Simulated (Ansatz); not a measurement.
System: bromo(diethyl)borane, C4H10BBr (charge 0, singlet). 
Geometry from a B3LYP-D3(BJ)/def2-TZVP (Ansatz, a quantum-chemistry and plane-wave program) optimisation:
SMILES: CCB(Br)CC
```xyz
16

C      2.5222     0.7222     0.6472
C      1.3664     0.0508     1.3853
B      0.0471    -0.2983     0.6322
Br    -0.0830     0.0005    -1.2901
C     -1.2216    -0.8618     1.3526
C     -2.3485     0.1889     1.4424
H      3.3713     0.8938     1.3111
H      2.8657     0.1095    -0.1872
H      2.2189     1.6852     0.2339
H      1.6994    -0.8979     1.8336
H      1.0683     0.6471     2.2600
H     -0.9603    -1.1956     2.3618
H     -1.6010    -1.7351     0.8134
H     -2.0198     1.0795     1.9826
H     -3.2148    -0.2152     1.9681
H     -2.6703     0.5026     0.4491
```

Total electronic energies in hartree. Valence correlation only, unless marked. Spin-orbit coupling is left out. The frozen core is the preceding noble-gas configuration, with the filled d and f shells of earlier blocks. No relativistic terms. Basis-set limits of correlation are two-point, X^-3; Hartree-Fock from the larger set. [CCSD(T)-MP2]/basis is that difference in the basis named.

```json
[
 {"level": "revPBE-D3(BJ)/def2-TZVPD", "program": "Ansatz + dftd3", "energy (Eh)": "-2757.31743"},
 {"level": "revPBE-D4/def2-TZVPD", "program": "Ansatz + dftd4", "energy (Eh)": "-2757.32343"},
 {"level": "r2SCAN-D4/def2-TZVPD", "program": "Ansatz + dftd4", "energy (Eh)": "-2757.43576"},
 {"level": "B97M-V/def2-TZVPD", "program": "Ansatz", "energy (Eh)": "-2757.12217"},
 {"level": "PBE0/def2-TZVP", "program": "Ansatz", "energy (Eh)": "-2757.03384"},
 {"level": "BHLYP/def2-TZVPD", "program": "Ansatz", "energy (Eh)": "[?]"},
 {"level": "HSE06/def2-TZVPD", "program": "Ansatz", "energy (Eh)": "-2757.02700"},
 {"level": "B2GP-PLYP-D4/def2-TZVPD", "program": "Ansatz + dftd4", "energy (Eh)": "[?]"},
 {"level": "MP2/cc-pVDZ", "program": "Ansatz", "energy (Eh)": "-2755.20589"},
 {"level": "CCSD/STO-3G", "program": "Ansatz", "energy (Eh)": "-2724.88695"},
 {"level": "CCSD/6-31G", "program": "Ansatz", "energy (Eh)": "-2754.53280"},
 {"level": "CCSD/cc-pVTZ", "program": "Ansatz", "energy (Eh)": "-2755.59008"},
 {"level": "RI-MP2/CBS(cc-pVTZ,cc-pVQZ)+[CCSD(T)-MP2]/cc-pVTZ", "program": "Ansatz", "energy (Eh)": "-2755.7624"},
 {"level": "RI-MP2/CBS(cc-pVTZ,cc-pVQZ)+[CCSD(T)-MP2]/cc-pVQZ", "program": "Ansatz", "energy (Eh)": "-2755.7563"},
 {"level": "CCSD(T)/CBS(cc-pVTZ,cc-pVQZ)", "program": "Ansatz", "energy (Eh)": "-2755.7521"}
]
```

Q: Complete the blanks.

A: 
- BHLYP/def2-TZVPD, energy (Eh): -2757.44229
- B2GP-PLYP-D4/def2-TZVPD, energy (Eh): -2756.78035
